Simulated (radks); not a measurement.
The numbers below are computed, except where a source is named.
Hf, 72 electrons, occupied as [Xe] 4f14 5d2 6s2. Code: a radial shooting solver on a logarithmic mesh with Libxc functionals. Model: scalar-relativistic Kohn-Sham, PBE, spin-polarised, spherical densities, point nucleus; open shells are filled with parallel spins first (spin-orbit coupling, left out, can overturn this in heavy ions); hard spherical wall at 2 bohr. Some entries of the table are withheld. Estimate them.

| orbital | occ. | eigenvalue (Ry) | <r> (bohr) |
|---|---|---|---|
| 1s up | 1 | -4793.038 | 0.01898 |
| 1s down | 1 | -4793.038 | 0.01898 |
| 2s up | 1 | -815.3259 | 0.08038 |
| 2s down | 1 | -815.3062 | 0.08038 |
| 2p up | 3 | -715.1683 | 0.07174 |
| 2p down | 3 | -715.1525 | 0.07173 |
| 3s up | 1 | -181.9410 | 0.2087 |
| 3s down | 1 | -181.9347 | 0.2087 |
| 3p up | 3 | -152.0305 | 0.2086 |
| 3p down | 3 | -152.0232 | 0.2086 |
| 3d up | 5 | -116.6309 | 0.1891 |
| 3d down | 5 | -116.6173 | 0.1891 |
| 4s up | 1 | -32.86412 | 0.4693 |
| 4s down | 1 | -32.84499 | 0.4693 |
| 4p up | 3 | -23.08141 | 0.4997 |
| 4p down | 3 | -23.06379 | 0.4997 |
| 4d up | 5 | -10.46315 | 0.5408 |
| 4d down | 5 | -10.44272 | 0.5404 |
| 5s up | 1 | -0.89360 | 1.075 |
| 5s down | 1 | -0.77402 | 1.072 |
| 5p up | 3 | 1.68877 | 1.145 |
| 5p down | 3 | 1.82448 | 1.143 |
| 4f up | 7 | 3.32832 | 0.6768 |
| 4f down | 7 | 3.36952 | 0.6723 |
| 5d up | 2 | 5.44117 | 1.216 |
| 5d down | 0 | 5.58868 | 1.214 |
| 5f up | 0 | (1) | 1.180 |
| 5f down | 0 | (2) | 1.183 |
| 6s up | 1 | 11.35175 | 1.223 |
| 6s down | 1 | 11.45227 | 1.225 |
| 6p up | 0 | (3) | 1.201 |
| 6p down | 0 | (4) | 1.202 |
| 7s up | 0 | 30.70864 | (5) |
| 7s down | 0 | 30.80442 | (6) |

Answer. 
(1) 5f up eigenvalue (Ry): 10.37161
(2) 5f down eigenvalue (Ry): 10.50612
(3) 6p up eigenvalue (Ry): 14.17901
(4) 6p down eigenvalue (Ry): 14.27318
(5) 7s up <r> (bohr): 1.175
(6) 7s down <r> (bohr): 1.175
